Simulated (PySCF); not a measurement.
Problem. Give a PBE0-D3(BJ)/def2-SVP geometry of `c1c(OC)ccc(Br)c1C(F)=O`.

Solution. 
```xyz
18
C8H6BrFO2 angstrom
C      2.7841    0.8958   -0.2474
O      2.2272   -0.3913   -0.2189
C      0.8905   -0.5175   -0.2505
C      0.3807   -1.8236   -0.2248
C     -0.9854   -2.0416   -0.2552
C     -1.8873   -0.9726   -0.3116
Br    -3.7145   -1.4127   -0.3458
C     -1.3911    0.3415   -0.3371
C     -2.2736    1.5310   -0.3991
O     -3.4547    1.5833   -0.4427
F     -1.5561    2.6741   -0.4043
C     -0.0004    0.5512   -0.3057
H      2.5133    1.4375   -1.1705
H      3.8730    0.7667   -0.2179
H      2.4703    1.4958    0.6244
H      1.0827   -2.6584   -0.1808
H     -1.3755   -3.0604   -0.2347
H      0.3578    1.5776   -0.3257
```

Any rigid rotation of these coordinates is as good. Atoms count from 1 in this order. The 12 heavy atoms lie in one plane (0.004 Å rms). Of the pairs four or more bonds apart, F11···H18 is among the closest relative to their van der Waals radii: 2.21 Å, 83 % of the sum of Bondi's values. The 6-membered ring C3–C4–C5–C6–C8–C12 has internal angles of 118.9° to 121.3° (sum 720°, against 720° for a flat polygon); it is planar, 0.00 Å rms from its mean plane, widest ring torsion 0°. The 7 C–C bonds span 1.384 Å (C4–C5, aromatic) to 1.482 Å (C8–C9, drawn single), a spread of 0.098 Å.

Bonds between heavy atoms (Å): C1–O2 1.403, O2–C3 1.343, C3–C4 1.402, C4–C5 1.384, C5–C6 1.400, C6–Br7 1.880, C6–C8 1.405, C8–C9 1.482, C9=O10 1.183, C9–F11 1.350, C8–C12 1.407, C3–C12 1.392.

The calculation used PySCF 2.14.0, PBE0-D3(BJ)/def2-SVP geometry optimisation, gas phase.

Point group: Cs (tolerance 0.08 Å). Stationary, but not proved a minimum. The numbers are those of one conformer (C1–O2–C3–C4 180°, C6–C8–C9–O10 0°).
